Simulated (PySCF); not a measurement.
Si(OSiH3)2(H)(Me) (CH10O2Si3), SMILES [SiH](C)(O[SiH3])O[SiH3].

Coordinates come from a PBE-D3(BJ)/def2-SVP optimisation. The values are those of a single conformer.

The numbers are results of PBE-D3(BJ)/def2-SVP (PySCF 2.14.0), not measurements.

Frequencies are harmonic and unscaled.

```
mode  ν (cm⁻¹)  IR (km/mol)  moving atoms (share of kinetic energy)
----  --------  -----------  --------------------------------------
1           31          1.1                 H 45 %, Si 25 %, O 23 %
2           34          1.1                 H 39 %, Si 32 %, O 25 %
3           46          0.5                          H 73 %, O 15 %
4           56          0.1                         H 74 %, Si 23 %
5           77          0.3          O 41 %, Si 29 %, H 21 %, C 9 %
6           81          1.3         O 37 %, Si 27 %, H 22 %, C 14 %
7          143          0.1                                  H 97 %
8          197          1.9         H 28 %, C 27 %, O 26 %, Si 19 %
9          274          8.7         O 35 %, Si 25 %, H 24 %, C 16 %
10         334         20.4                 O 60 %, Si 26 %, H 14 %
11         543          0.7         Si 50 %, O 20 %, H 18 %, C 12 %
12         610          0.8                 Si 55 %, H 28 %, O 14 %
13         670          0.5                 H 69 %, C 17 %, Si 13 %
14         696         39.6                         H 81 %, Si 10 %
15         699         13.3                         H 83 %, Si 10 %
16         710         55.8           H 68 %, Si 15 %, O 9 %, C 9 %
17         713         22.0                   H 82 %, Si 9 %, O 9 %
18         735          4.6                          H 76 %, C 12 %
19         754        128.0                 H 43 %, Si 29 %, C 21 %
20         852        447.3                         H 75 %, Si 17 %
21         874        217.0                  H 79 %, Si 11 %, C 9 %
22         911         98.7                                  H 96 %
23         915         55.6                                  H 96 %
24         917         15.1                                  H 96 %
25         918        118.9                                  H 96 %
26         949        318.0                 H 69 %, Si 18 %, O 11 %
27         969        229.8                         H 86 %, Si 13 %
28        1041        317.3                 O 66 %, H 18 %, Si 16 %
29        1048        364.7                         O 77 %, Si 17 %
30        1223         47.5                          H 76 %, C 23 %
31        1378          2.9                                  H 96 %
32        1379          4.0                                  H 96 %
33        2149         99.9                                  H 97 %
34        2155         78.9                                  H 97 %
35        2162         39.7                                  H 97 %
36        2168        185.4                                  H 97 %
37        2185        159.2                                  H 97 %
38        2186        117.5                                  H 96 %
39        2190        126.2                                  H 97 %
40        2980          0.3                                  H 97 %
41        3082          2.1                           H 91 %, C 9 %
42        3084          2.3                           H 91 %, C 9 %
```
